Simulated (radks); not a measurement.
Ionisation ladder of cerium, from Ce to Ce21+. Each ion is in the ground configuration listed by NIST, and IE = E(next ion) - E(this ion). All-electron calculation, Dirac Kohn-Sham, relativistic LDA (MacDonald-Vosko exchange, VWN5 correlation), spin-unpolarised, spherical densities, finite nucleus; open shells fill j = l - 1/2 first; Fermi nuclear charge, rms radius 4.8771 fm. Program: a radial shooting solver on a logarithmic mesh with Libxc functionals.

| species | configuration | IE, Delta-SCF (eV) | <r> HOMO (bohr) |
|---|---|---|---|
| Ce | [Xe] 4f1 5d1 6s2 | ? | 2.91 |
| Ce+ | [Xe] 4f1 5d2 | 9.603 | 2.82 |
| Ce2+ | [Xe] 4f2 | 21.089 | 1.20 |
| Ce3+ | [Xe] 4f1 | ? | 1.05 |
| Ce4+ | [Xe] | ? | 1.66 |
| Ce5+ | [Kr] 4d10 5s2 5p5 | 79.092 | 1.62 |
| Ce6+ | [Kr] 4d10 5s2 5p4 | 92.928 | 1.58 |
| Ce7+ | [Kr] 4d10 5s2 5p3 | 107.17 | 1.55 |
| Ce8+ | [Kr] 4d10 5s2 5p2 | 126.18 | 1.47 |
| Ce9+ | [Kr] 4d10 5s2 5p1 | 141.58 | 1.44 |
| Ce10+ | [Kr] 4d10 5s2 | 176.91 | 1.33 |
| Ce11+ | [Kr] 4d10 5s1 | 193.57 | 1.31 |
| Ce12+ | [Kr] 4d10 | 312.26 | 0.720 |
| Ce13+ | [Kr] 4d9 | 342.63 | 0.708 |
| Ce14+ | [Kr] 4d8 | 373.73 | 0.698 |
| Ce15+ | [Kr] 4d7 | 405.53 | 0.687 |
| Ce16+ | [Kr] 4d6 | ? | 0.678 |
| Ce17+ | [Kr] 4d5 | 471.17 | 0.668 |
| Ce18+ | [Kr] 4d4 | 509.50 | 0.653 |
| Ce19+ | [Kr] 4d3 | 544.25 | 0.644 |
| Ce20+ | [Kr] 4d2 | 579.63 | 0.636 |
| Ce21+ | [Kr] 4d1 | 615.63 | 0.628 |

Estimate the withheld Delta-SCF values.

Answer. Ce: 6.336 eV (NIST 5.539); Ce3+: 38.428 eV (NIST 36.91); Ce4+: 65.711 eV (NIST 65.6); Ce16+: 438.01 eV (NIST 435).

Beside tabulated values, note that spin-unpolarised runs miss the spin-polarisation part of the exchange energy of open shells.
